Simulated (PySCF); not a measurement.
SMILES C[O][In]([O]CC)[OH] (C3H9InO3), GFN2-xTB optimised geometry.

```
16

In    -0.95     0.03     0.00
O     -1.93     1.73     0.00
H     -1.36     2.50     0.02
O     -2.05    -1.63    -0.05
C     -3.45    -1.51     0.07
H     -3.87    -0.78    -0.63
H     -3.85    -2.50    -0.17
H     -3.75    -1.25     1.09
O      1.06     0.03     0.00
C      1.78     1.23    -0.07
C      3.27     0.87    -0.01
H      1.58     1.77    -1.01
H      1.54     1.90     0.77
H      3.51     0.21    -0.84
H      3.87     1.77    -0.07
H      3.48     0.35     0.92
```

Density from B3LYP/def2-TZVP, def2 effective core potentials past Kr (PySCF 2.14.0) at that geometry. The core electrons that the potentials of In replace are not part of the density.

Minimum of the electron density along straight lines between bonded atoms, close to the bond critical point (lines longer than 1.1 times the sum of covalent radii, or with two minima, are not listed):

```tsv
bond	length / Å	ρ at the minimum / e bohr⁻³	∇²ρ there / e bohr⁻⁵	position (fraction from the first atom)
In1–O2	1.968	0.118	(withheld)	0.52
O2–H3	0.956	(withheld)	(withheld)	0.80
In1–O4	2.001	0.111	0.46	0.52
O4–C5	1.404	0.266	-0.61	0.64
C5–H6	1.095	0.284	-1.00	0.64
C5–H7	1.095	0.284	-1.00	0.64
C5–H8	1.095	0.283	-0.99	0.64
In1–O9	2.005	0.110	0.46	0.52
O9–C10	1.402	0.268	-0.63	0.64
C10–C11	1.528	0.251	-0.64	0.51
C10–H12	1.101	0.281	-0.98	0.64
C10–H13	1.101	0.281	-0.98	0.64
C11–H14	1.086	0.282	-0.98	0.64
C11–H15	1.087	0.280	-0.96	0.64
C11–H16	1.086	0.282	-0.98	0.64
```

**Question.** What belongs in the gaps?

**Answer.** 
- In1–O2, ∇²ρ there / e bohr⁻⁵: 0.54
- O2–H3, ρ at the minimum / e bohr⁻³: 0.364
- O2–H3, ∇²ρ there / e bohr⁻⁵: -2.43
